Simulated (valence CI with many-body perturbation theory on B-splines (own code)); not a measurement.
Ba VII: magnetic and hyperfine properties of the levels

Computed by relativistic CI+MBPT: four valence electrons over a frozen Dirac-Fock core [Kr] 4d10, a basis of 8 s, 8 p, 9 d, 9 f, 6 g, 3 h, 2 i functions for each j, with the one-electron correlation potential Σ1 (screened to all orders), the two-electron term Σ2, the three-electron term Σ3, Breit, model QED; selected single and double excitations, second order for the rest, scaled by the run's own slope (own B-spline code, finite nucleus).

Against 25 measured levels this calculation errs by 308 cm⁻¹ on average and by 741 at most. These come from a selection out of Sansonetti and Curry, J. Phys. Chem. Ref. Data 39, 043103 (2010). Levels without a partner in it may be off by more, other configurations by several thousand cm⁻¹. 1 measured level below the end of the list, from 223820 cm⁻¹ on, found no clear computed partner.

A/g_I is the dipole constant over the nuclear g factor μ/I (μ in nuclear magnetons, uniformly magnetised nucleus), B/Q the quadrupole constant per barn. Both hold the static response of the core; the bare values leave it out. Large factors of s and p1/2 electrons are usually good to 5 to 10 %; those of open d and f shells near neutrality can be off by tens of per cent, and small factors of p3/2, d and f electrons come from cancelling terms and can be off by a factor of two or in sign, in half-filled shells by more. B is blank for J = 1/2, where it vanishes, and for nearly pure S terms. Energies count from the lowest level. Levels with J = 0 are left out.

Names give the largest LS component (configuration and term), which can be under half, so a name can repeat, a term be missing and a line seem to break the LS rules; names also repeat where a configuration has a term twice. Letters in brackets count levels of one name in rising energy.

```
              Level  E (cm⁻¹)      g  A/g_I (MHz)  A/g_I bare  B/Q (MHz/b)  B/Q bare
       5s2.5p2 3P_1     15486  1.501        -1000       -1140         2230      1970
       5s2.5p2 3P_2     21507  1.292         5010        4460          663       573
       5s2.5p2 1D_2     42526  1.208         2620        2330         3680      3260
       5s.5p3 5S°_2    121810  1.942        15100       13600          345       296
       5s.5p3 3D°_1    148400  0.686        -9610       -8810         3430      3040
 4f.5s2.5p 3G_3 [a]    148930  0.866         2440        2320         -598      -642
       5s.5p3 3D°_2    150440  1.263         9760        8960         5390      4760
     4f.5s2.5p 3F_3    152490  1.113        -1190        -938        -1240     -1230
     4f.5s2.5p 3F_2    153800  0.765        -1500       -1260        -1180     -1120
     4f.5s2.5p 3G_4    154060  1.125         1770        1730        -1670     -1620
       5s.5p3 3D°_3    156620  1.333        13100       12000         -518      -450
 4f.5s2.5p 3G_3 [b]    168720  0.937          815         753          492       356
     4f.5s2.5p 3F_4    170980  1.160          747         767         1670      1380
     4f.5s2.5p 3G_5    173450  1.200          778         767         4940      4190
       5s.5p3 3P°_1    174390  1.370        15100       13900        -3690     -3250
     4f.5s2.5p 3D_3    175340  1.250         58.1         168        -1240     -1160
       5s.5p3 3P°_2    175380  1.271         5560        5010        -4670     -4160
     4f.5s2.5p 3D_2    176460  1.057         81.8         126        -1210     -1090
     4f.5s2.5p 3D_1    179100  0.498        -1060        -756          590       487
     4f.5s2.5p 1G_4    183280  1.014          938         880         4170      3540
     4f.5s2.5p 1D_2    187380  1.009         -713        -442         1690      1400
       5s.5p3 1D°_2    192250  1.169        10400        9530        -2120     -1920
       5s.5p3 3S°_1    196960  1.642        -2200       -2340        -14.1     -21.6
    5s2.5p.5d 3F°_2    206800  0.716         3590        3350         2640      2200
    5s2.5p.5d 3F°_3    213840  1.096         2590        2360         2340      1910
       5s.5p3 1P°_1    220030  1.278        -4310       -4170          177       165
5s2.5p.5d 3P°_2 [a]    224310  1.274          213         161          746       551
    5s2.5p.5d 3D°_1    226700  0.782        -4150       -3840          213       142
    5s2.5p.5d 3F°_4    228540  1.250         1060         904         5330      4520
    5s2.5p.5d 3D°_2    238900  1.052          433         298         -879      -833
    5s2.5p.5d 3D°_3    241890  1.287         2230        1960        -1260     -1160
    5s2.5p.5d 3P°_1    244320  1.262          784         637        -2040     -1750
5s2.5p.5d 3P°_2 [b]    246490  1.315         2780        2500        -2740     -2420
    4f.5s.5p2 5G°_2    255620  0.420        -7360       -6620         -969      -948
    4f.5s.5p2 5G°_3    257380  1.034         1990        1920          120     -7.69
    5s2.5p.5d 1F°_3    258920  1.029         1200        1090         4060      3450
```

Q: Take the isotope of mass number 135, with I = 3/2, μ = 0.8381 μN and Q = 0.153 b. What is the hyperfine structure of 5s2.5p2 3P_2?

A: From the table A = 2800 MHz, B = 102 MHz. Shifts from the centre of gravity in MHz: F = 1/2: -12500, F = 3/2: -8400, F = 5/2: -1460, F = 7/2: 8430.
